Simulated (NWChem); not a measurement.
All runs are NWChem calculations. System: aminoborane (H$_{4}$BN), charge 0, spin multiplicity 1, at a geometry optimised with B3LYP/def2-SVP. Level: M06-2X/def2-TZVP.

The NWChem input:

```
start mol
memory heap 200 mb stack 900 mb global 1100 mb
geometry units angstroms nocenter noautoz
  B      0.000000     0.000000     0.777801
  N      0.000000     0.000000    -0.611873
  H     -1.055090     0.000000     1.366102
  H      1.055090     0.000000     1.366102
  H      0.847097     0.000000    -1.169051
  H     -0.847097     0.000000    -1.169051
  symmetry group C2v
end
basis spherical
  * library def2-tzvp
end
dft
  xc m06-2x
  semidirect memsize 60000000 filesize 0
  iterations 100
  grid fine
end
task dft energy
```

NWChem printed:

```
             Northwest Computational Chemistry Package (NWChem) 7.3.0
             --------------------------------------------------------

                                NWChem Input Module
                                -------------------

 Scaling coordinates for geometry "geometry" by  1.889725989
 (inverse scale =  0.529177249)

 Turning off AUTOSYM since
 SYMMETRY directive was detected!

                             Geometry "geometry" -> ""
                             -------------------------

 Output coordinates in angstroms (scale by  1.889725989 to convert to a.u.)

  No.       Tag          Charge          X              Y              Z
 ---- ---------------- ---------- -------------- -------------- --------------
    1 B                    5.0000     0.00000000     0.00000000     0.77780100
    2 N                    7.0000     0.00000000     0.00000000    -0.61187300
    3 H                    1.0000    -1.05509000     0.00000000     1.36610200
    4 H                    1.0000     1.05509000     0.00000000     1.36610200
    5 H                    1.0000     0.84709700     0.00000000    -1.16905100
    6 H                    1.0000    -0.84709700     0.00000000    -1.16905100

 Effective nuclear repulsion energy (a.u.)      32.1253324719

            Nuclear Dipole moment (a.u.)
            ----------------------------
        X                 Y               Z
 ---------------- ---------------- ----------------
     0.0000000000     0.0000000000    -0.0000075589

      Symmetry information
      --------------------

 Group name             C2v
 Group number             16
 Group order               4
 No. of unique centers     4

      Symmetry unique atoms

     1    2    3    5


 Summary of "ao basis" -> "" (spherical)
 ------------------------------------------------------------------------------
       Tag                 Description            Shells   Functions and Types
 ---------------- ------------------------------  ------  ---------------------
 *                         def2-tzvp                  on all atoms

                                 NWChem DFT Module
                                 -----------------

 Summary of "ao basis" -> "ao basis" (spherical)
 ------------------------------------------------------------------------------
       Tag                 Description            Shells   Functions and Types
 ---------------- ------------------------------  ------  ---------------------
 B                         def2-tzvp                11       31   5s3p2d1f
 N                         def2-tzvp                11       31   5s3p2d1f
 H                         def2-tzvp                 4        6   3s1p

 Summary of "ao basis" -> "ao basis" (spherical)
 ------------------------------------------------------------------------------
       Tag                 Description            Shells   Functions and Types
 ---------------- ------------------------------  ------  ---------------------
 B                         def2-tzvp                11       31   5s3p2d1f
 N                         def2-tzvp                11       31   5s3p2d1f
 H                         def2-tzvp                 4        6   3s1p

      Symmetry analysis of basis
      --------------------------

        a1         38
        a2          8
        b1         24
        b2         16

            General Information
            -------------------
          SCF calculation type: DFT
          Wavefunction type:  closed shell.
[...]
 ---------------- ----- ----------------- --------- --------- ---------  ------
 d= 0,ls=0.0,diis     1    -82.0010716519 -1.14D+02  5.10D-03  2.38D-01     1.5
 d= 0,ls=0.0,diis     2    -82.0183060239 -1.72D-02  1.73D-03  1.16D-01     1.9
 d= 0,ls=0.0,diis     3    -82.0280456612 -9.74D-03  5.72D-04  1.56D-02     2.3
 d= 0,ls=0.0,diis     4    -82.0296222365 -1.58D-03  9.86D-05  9.32D-05     2.7
 d= 0,ls=0.0,diis     5    -82.0296354598 -1.32D-05  3.33D-05  6.84D-06     3.2
  Resetting Diis
 d= 0,ls=0.0,diis     6    -82.0296365494 -1.09D-06  5.09D-06  5.15D-07     3.5
 d= 0,ls=0.0,diis     7    -82.0296366286 -7.92D-08  1.03D-06  7.88D-09     4.0

         Total DFT energy =      -82.029636628607
      One electron energy =     -173.115132890495
           Coulomb energy =       71.387702762819
    Exchange-Corr. energy =      -12.427538972810
 Nuclear repulsion energy =       32.125332471879

 Numeric. integr. density =       15.999999759417

     Total iterative time =      3.6s

                  Occupations of the irreducible representations
                  ----------------------------------------------

                     irrep           alpha         beta
                     --------     --------     --------
                     a1                5.0          5.0
                     a2                0.0          0.0
                     b1                2.0          2.0
                     b2                1.0          1.0

                       DFT Final Molecular Orbital Analysis
                       ------------------------------------

 Vector    6  Occ=2.000000D+00  E=-4.563430D-01  Symmetry=a1
              MO Center= -6.9D-15, -6.3D-16,  8.6D-01, r^2= 1.8D+00
   Bfn.  Coefficient  Atom+Function         Bfn.  Coefficient  Atom+Function
  ----- ------------  ---------------      ----- ------------  ---------------
     8      0.277316  1 B  pz                39     -0.219453  2 N  pz
     4      0.209385  1 B  s                 42     -0.162572  2 N  pz
    64      0.156804  3 H  s                 70      0.156804  4 H  s
    11      0.149698  1 B  pz                63      0.113315  3 H  s
    69      0.113315  4 H  s                  3      0.112271  1 B  s

 Vector    7  Occ=2.000000D+00  E=-3.769352D-01  Symmetry=b1
              MO Center=  1.0D-14,  7.4D-17,  9.9D-01, r^2= 1.9D+00
   Bfn.  Coefficient  Atom+Function         Bfn.  Coefficient  Atom+Function
  ----- ------------  ---------------      ----- ------------  ---------------
     6      0.292412  1 B  px                 9      0.216996  1 B  px
    64     -0.213449  3 H  s                 70      0.213449  4 H  s
    63     -0.145337  3 H  s                 69      0.145337  4 H  s
    65     -0.141176  3 H  s                 71      0.141176  4 H  s
    37     -0.091708  2 N  px                76     -0.083307  5 H  s

 Vector    8  Occ=2.000000D+00  E=-3.693608D-01  Symmetry=b2
              MO Center= -9.0D-17, -1.8D-15, -4.3D-01, r^2= 1.1D+00
   Bfn.  Coefficient  Atom+Function         Bfn.  Coefficient  Atom+Function
  ----- ------------  ---------------      ----- ------------  ---------------
    38      0.389653  2 N  py                41      0.350381  2 N  py
    44      0.295982  2 N  py                 7      0.161694  1 B  py
    10      0.100750  1 B  py                13      0.047648  1 B  py

 Vector    9  Occ=0.000000D+00  E= 3.987539D-02  Symmetry=b2
              MO Center= -2.0D-16,  2.4D-15,  8.2D-01, r^2= 3.6D+00
   Bfn.  Coefficient  Atom+Function         Bfn.  Coefficient  Atom+Function
  ----- ------------  ---------------      ----- ------------  ---------------
    13      0.768746  1 B  py                44     -0.450900  2 N  py
    10      0.294226  1 B  py                 7      0.276005  1 B  py
    38     -0.196553  2 N  py                41     -0.145163  2 N  py

 Vector   10  Occ=0.000000D+00  E= 5.658153D-02  Symmetry=a1
              MO Center= -1.4D-16, -1.9D-14, -1.0D+00, r^2= 5.4D+00
   Bfn.  Coefficient  Atom+Function         Bfn.  Coefficient  Atom+Function
  ----- ------------  ---------------      ----- ------------  ---------------
    36      2.724402  2 N  s                  5     -1.159548  1 B  s
    77     -0.889566  5 H  s                 83     -0.889566  6 H  s
    14      0.613208  1 B  pz                11      0.566064  1 B  pz
     4     -0.251038  1 B  s                 34      0.219633  2 N  s
    22     -0.185721  1 B  d  0              65      0.121011  3 H  s

 Vector   11  Occ=0.000000D+00  E= 9.563785D-02  Symmetry=b1
              MO Center= -1.6D-14, -3.2D-16, -5.6D-01, r^2= 7.2D+00
   Bfn.  Coefficient  Atom+Function         Bfn.  Coefficient  Atom+Function
  ----- ------------  ---------------      ----- ------------  ---------------
    12      1.630355  1 B  px                43     -1.268982  2 N  px
    77      1.142167  5 H  s                 83     -1.142167  6 H  s
    65      0.875469  3 H  s                 71     -0.875469  4 H  s
    37     -0.172174  2 N  px                23      0.134455  1 B  d  1
     9     -0.131985  1 B  px                64     -0.132393  3 H  s

 center of mass
 --------------
 x =   0.00000000 y =   0.00000000 z =   0.02551443

 moments of inertia (a.u.)
 ------------------
          65.757829751049           0.000000000000           0.000000000000
           0.000000000000          78.935872360650           0.000000000000
           0.000000000000           0.000000000000          13.178042609601

     Multipole analysis of the density
     ---------------------------------

     L   x y z        total         alpha         beta         nuclear
     -   - - -        -----         -----         ----         -------
     0   0 0 0     -0.000000     -8.000000     -8.000000     16.000000

     1   1 0 0      0.000000      0.000000      0.000000      0.000000
     1   0 1 0     -0.000000     -0.000000     -0.000000      0.000000
     1   0 0 1     -0.732579     -0.366286     -0.366286     -0.000008

     2   2 0 0     -9.820866    -11.448296    -11.448296     13.075725
     2   1 1 0     -0.000000     -0.000000     -0.000000      0.000000
     2   1 0 1      0.000000      0.000000      0.000000      0.000000
     2   0 2 0    -11.184663     -5.592332     -5.592332      0.000000
     2   0 1 1      0.000000      0.000000      0.000000      0.000000
     2   0 0 2     -9.837498    -26.544082    -26.544082     43.250666

 Task  times  cpu:        4.0s     wall:        4.0s

 Total times  cpu:        4.0s     wall:        4.0s
```
